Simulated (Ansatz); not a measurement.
Saddle point of CH8GeO, closed shell (CH₆GeO ([CH3][O][GeH3]) + H₂ → CH₄O ([CH3][OH]) + GeH₄; bonds formed: Ge1–H8, O2–H7; bonds broken: Ge1–O2, H7–H8), PBE0-D4/def2-TZVP structure:

Ge1  (-0.357, 1.292, 0.466)
O2  (0.573, -0.167, -0.546)
C3  (-0.016, -1.446, -0.720)
H4  (-1.535, 1.135, -0.543)
H5  (0.169, 2.724, 0.305)
H6  (-0.937, 0.954, 1.849)
H7  (1.256, 0.060, 0.350)
H8  (1.363, 0.782, 1.163)
H9  (-1.007, -1.326, -1.163)
H10  (-0.112, -1.971, 0.236)
H11  (0.604, -2.036, -1.397)
(Å)

Energies are electronic, without zero-point energy. Barriers and step energies count from the start structure reached by relaxing down the imaginary mode; all methods use the PBE0-D4 structures, on which another method's saddle can fall below an end. Program: Ansatz 0.2.0. Basis: def2-TZVPP, with def2-QZVPP for the basis limit. Cores are frozen in the correlated methods. Filled d shells of the heavier atoms are correlated. The def2 sets are not built for correlating such inner shells, so the correlated values are less sure here. B3LYP uses VWN-RPA correlation. Extrapolation: Hartree–Fock as exp(−7.88 √X), correlation as X^−2.97.

| method | barrier (kcal/mol) | step energy (kcal/mol) |
| --- | --- | --- |
| SPW92 | 29.60 | -3.34 |
| PBE-D4 | 37.59 | -1.67 |
| BLYP-D4 | 41.92 | 0.21 |
| r2SCAN-D4 | 41.45 | -0.89 |
| B97M-V | 42.57 | -2.03 |
| PBE0-D4 | ? | -2.62 |
| B3LYP-D4 | ? | -0.92 |
| r2SCAN0-D4 | ? | -1.94 |
| BHLYP-D4 | 48.74 | -1.61 |
| CAM-B3LYP-D4 | 45.36 | -1.43 |
| wB97X-V | 46.04 | -1.23 |
| wB97M-V | 44.77 | -1.73 |
| B2PLYP | 46.39 | -0.43 |
| PBE-QIDH | 45.03 | -1.53 |
| RPA on PBE | 46.50 | -0.61 |
| HF | 59.51 | -2.30 |
| MP2 | 46.84 | 0.82 |
| CCSD | 48.56 | -1.63 |
| CCSD(T) | 46.52 | -0.87 |

(1) Fill in the withheld barriers. (An estimate is asked for; the value comes from the calculation.)

The T1 diagnostic stays at or below 0.014.

Answers

(1) Computed: r2SCAN0-D4 43.75; B3LYP-D4 44.40; PBE0-D4 41.26 kcal/mol. Each is the energy of the saddle less that of the start structure, by the same method.

For comparison, the barrier by CCSD(T) at an estimated basis limit (MP2 extrapolated from triple and quadruple zeta, plus CCSD(T) − MP2 in triple zeta) is 47.42 kcal/mol.

Labels in which every atom is bracketed show which atoms are joined, not bond orders.

For scale, one of the runs: CCSD(T)/def2-TZVPP, 222 basis functions, launched by `ansatz run in.yaml --threads 4 --pin off --events-out ev --progress --plain --max-ram 9574MiB`. Time: 110 s of wall clock on 4 CPU threads of an Arm Neoverse V1; the host was shared. Peak host memory: 3.6 GiB.
